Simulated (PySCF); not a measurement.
Compound: CBr₂F₂.
Bonds: F1–C2, C2–F3, C2–Br4, C2–Br5.

Method: PySCF 2.14.0, PBE0-D3(BJ)/def2-SVP geometry optimisation, gas phase; density fitting, grid level 1; the optimiser is geomeTRIC in internal coordinates, started from a GFN2-xTB structure with every atom displaced at random (about 0.01 Å).

Step 0: E = -146518.5117 eV
```
atom  x, y, z in Å  |  force x, y, z in eV/Å
F1     -1.3428    0.1954   -0.3502    0.556   0.020  -0.064
C2     -0.0942    0.0070    0.0675   -0.333  -0.293  -0.257
F3     -0.1354   -0.1321    1.3752    0.187  -0.121   0.029
Br4     0.6004   -1.6558   -0.7595   -0.219   0.649   0.323
Br5     1.0095    1.5451   -0.3712   -0.191  -0.255  -0.030
```

Step 1: E = -146518.4861 eV
```
atom  x, y, z in Å  |  force x, y, z in eV/Å
F1     -1.2779    0.2199   -0.3666   -1.301  -0.112  -0.451
C2     -0.0765   -0.0220    0.0545    0.481   0.383   0.728
F3     -0.1251   -0.1432    1.3783    0.186  -0.236  -0.215
Br4     0.5627   -1.6582   -0.7383    0.179   0.095   0.029
Br5     0.9542    1.5629   -0.3662    0.455  -0.129  -0.091
```

Step 2: E = -146518.5282 eV
```
atom  x, y, z in Å  |  force x, y, z in eV/Å
F1     -1.3099    0.2106   -0.3683   -0.427  -0.055  -0.094
C2     -0.0893   -0.0121    0.0565    0.194   0.229   0.426
F3     -0.1185   -0.1503    1.3769   -0.014  -0.041  -0.227
Br4     0.5757   -1.6386   -0.7329    0.113   0.008  -0.057
Br5     0.9796    1.5499   -0.3704    0.134  -0.140  -0.049
```

Q: Estimate the geometry and energy of step 3. (The exact step hangs on the optimiser's Hessian estimate; all steps are aligned on step 2, rigid shifts and turns removed.)

A: E = -146518.5379 eV, largest force 0.129 eV/Å
```
atom  x, y, z in Å  |  force x, y, z in eV/Å
F1     -1.3296    0.2055   -0.3601    0.014  -0.019  -0.014
C2     -0.0968   -0.0043    0.0633   -0.027   0.038   0.120
F3     -0.1269   -0.1496    1.3777    0.001   0.000  -0.089
Br4     0.5935   -1.6212   -0.7396    0.002  -0.021  -0.013
Br5     0.9973    1.5291   -0.3795    0.010   0.002  -0.004
```

The energy changes by -0.0097 eV. The first-order estimate −F·Δx gives -0.0193 eV and the mean of the old and new forces, exact on a quadratic surface, -0.0101 eV. The step makes an angle of 57° with the force vector and moves no atom by more than 0.029 Å.

What follows is the cost of the whole optimisation. Time: 20 s; peak memory 0.46 GiB. Hardware: Intel Xeon 6975P-C, one thread, on a shared host.
